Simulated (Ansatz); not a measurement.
```yaml
crystal:
  periodic: [false, false, false]
  atoms:
    - {symbol: C, position_ang: [-2.720520, -1.839887, 5.774723]}
    - {symbol: O, position_ang: [-2.462830, -1.005727, 3.303129]}
    - {symbol: Zr, position_ang: [-1.112889, -0.745286, -0.057553]}
    - {symbol: C, position_ang: [-4.192951, -2.202493, -2.621887]}
    - {symbol: N, position_ang: [-1.068730, 3.033007, -0.863061]}
    - {symbol: C, position_ang: [-1.332448, 5.069441, 0.925563]}
    - {symbol: C, position_ang: [-0.629933, 3.938917, -3.393632]}
    - {symbol: C, position_ang: [1.408074, -4.954950, 0.152109]}
    - {symbol: C, position_ang: [1.329573, -4.250663, -2.418125]}
    - {symbol: C, position_ang: [2.687623, -1.979189, -2.682300]}
    - {symbol: C, position_ang: [3.589424, -1.216054, -0.270750]}
    - {symbol: Si, position_ang: [5.419283, 1.682290, 0.451837]}
    - {symbol: C, position_ang: [2.778327, -3.101030, 1.467774]}
    - {symbol: H, position_ang: [-4.577065, -2.710912, 6.055896]}
    - {symbol: H, position_ang: [-2.543913, -0.257002, 7.098575]}
    - {symbol: H, position_ang: [-1.269997, -3.243182, 6.249981]}
    - {symbol: H, position_ang: [-4.622149, -4.211422, -2.372168]}
    - {symbol: H, position_ang: [-5.915102, -1.133257, -2.182860]}
    - {symbol: H, position_ang: [-3.780714, -1.905939, -4.630562]}
    - {symbol: H, position_ang: [-2.917411, 6.316472, 0.422346]}
    - {symbol: H, position_ang: [0.377528, 6.250963, 1.009659]}
    - {symbol: H, position_ang: [-1.688141, 4.334198, 2.821343]}
    - {symbol: H, position_ang: [-0.443782, 2.368113, -4.726985]}
    - {symbol: H, position_ang: [1.097339, 5.089358, -3.527589]}
    - {symbol: H, position_ang: [-2.213538, 5.107880, -4.060053]}
    - {symbol: H, position_ang: [0.507831, -6.594173, 0.974018]}
    - {symbol: H, position_ang: [0.394328, -5.273496, -3.914882]}
    - {symbol: H, position_ang: [2.967659, -0.952116, -4.427036]}
    - {symbol: H, position_ang: [8.143859, 1.094296, 0.835163]}
    - {symbol: H, position_ang: [4.466722, 2.883358, 2.808499]}
    - {symbol: H, position_ang: [5.196986, 3.490964, -1.682690]}
    - {symbol: H, position_ang: [3.127595, -3.082479, 3.481534]}
basis:
  gaussian: {orbitals: def2-mTZVPP, point_charges: [{charge: 1.00, position_ang: [7.103, -0.886, 0.591]}]}
hamiltonian: {xc: {name: RPBE}, dispersion: d4}
```

```sh
$ ansatz run in.yaml --threads 10 --pin off --events-out ev --progress --plain --max-ram 110592MiB --backend cuda --devices 0, --max-vram 75GiB
```

It prints (some lines left out):

```
Functional definition: RPBE
3628 factors; their error is unknown
mean field evaluation 1: about -22044.2642 eV, gradient 2.1e2 eV
mean field evaluation 2: about -19455.0201 eV, gradient 5.2e2 eV
mean field evaluation 4: about -20102.1030 eV, gradient 4.8e2 eV
mean field evaluation 8: about -22223.7785 eV, gradient 3.3e1 eV
mean field evaluation 16: about -22230.5602 eV, gradient 9.1e-1 eV
mean field evaluation 32: about -22230.5751 eV, gradient 6.3e-4 eV
mean field -22230.57513444 eV, -816.9585677655 hartree, gradient 3.7e-6 eV, S^2 0.000000; 10 other end points of the search recorded, 0 dependent functions left out
reference -22230.57524639 eV, -816.9585718796 hartree; 57, 57 occupied and 317, 317 virtual orbitals, 3628 factors
Total energy: -22232.45323549 eV, -817.0275867063 hartree
```

Question: Something in this input is off. What?

Answer: The coordinates are in bohr but typed as ångström. The calculation finished and met its thresholds. The result belongs to that input, not to the molecule as meant.
